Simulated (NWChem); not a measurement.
# ethylene glycol (C$_{2}$H$_{6}$O$_{2}$); SMILES OCCO

```xyz
10

O     -0.5831    -1.3076    -0.1812
C      0.5992    -0.6760     0.2547
C      0.5553     0.7329    -0.2941
O     -0.5948     1.3990     0.1348
H     -0.7096    -2.1191     0.3178
H      0.6451    -0.6296     1.3599
H      1.5076    -1.1991    -0.1046
H      1.4342     1.2977     0.0561
H      0.6160     0.6830    -1.4015
H     -1.3174     0.7746    -0.0138
```
Atoms are numbered in this order, from 1.

Results from NWChem. The geometry was optimised at PBE0/def2-SVP. Level: PBE/def2-SVP with SMD (1 M gas to 1 M solution), gas-phase geometry.

Question: Estimate the computed values for solvent toluene. Quantities: solvation free energy (kcal/mol); cavity-dispersion-structure term (kcal/mol); dipole in solution (D).

Answer: 
```json
{
 "solvation free energy (kcal/mol)": "-4.0",
 "cavity-dispersion-structure term (kcal/mol)": "-1.8",
 "dipole in solution (D)": "2.68"
}
```
